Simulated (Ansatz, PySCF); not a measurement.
Gas-phase reaction in SMILES: BO (H3BO) + H+ → B[OH2+]
Geometries: B3LYP-D3(BJ)/def2-TZVP minima from Ansatz (a program for electronic structure), one conformer each, not searched for the lowest. Frequencies are from Ansatz.

Wanted: proton affinity (enthalpy at 298 K, with B3LYP-D3(BJ) rigid-rotor harmonic-oscillator terms), positive where the reaction releases energy, in kJ/mol. Valence correlation only, unless marked. No spin-orbit coupling. Non-relativistic. Basis-set limits of correlation are two-point, X^-3; Hartree-Fock from the larger set.

```json
[
 {"level": "HF-D4/def2-TZVPD", "program": "PySCF + dftd4", "proton affinity (kJ/mol)": "…"},
 {"level": "PBE/def2-TZVPD", "program": "Ansatz", "proton affinity (kJ/mol)": "678.1"},
 {"level": "revPBE-D4/def2-TZVPD", "program": "Ansatz + dftd4", "proton affinity (kJ/mol)": "685.4"},
 {"level": "BP86-D4/def2-TZVPD", "program": "PySCF + dftd4", "proton affinity (kJ/mol)": "680.7"},
 {"level": "PBE0-D4/def2-TZVPD", "program": "Ansatz + dftd4", "proton affinity (kJ/mol)": "689.1"},
 {"level": "CAM-B3LYP-D4/def2-TZVPD", "program": "Ansatz + dftd4", "proton affinity (kJ/mol)": "681.4"},
 {"level": "CCSD(T)/CBS(cc-pVTZ,cc-pVQZ)", "program": "Ansatz", "proton affinity (kJ/mol)": "…"}
]
```

### Question
Some entries are withheld; supply them.

### Answer

- HF-D4/def2-TZVPD, proton affinity (kJ/mol): 713.2
- CCSD(T)/CBS(cc-pVTZ,cc-pVQZ), proton affinity (kJ/mol): 691.8
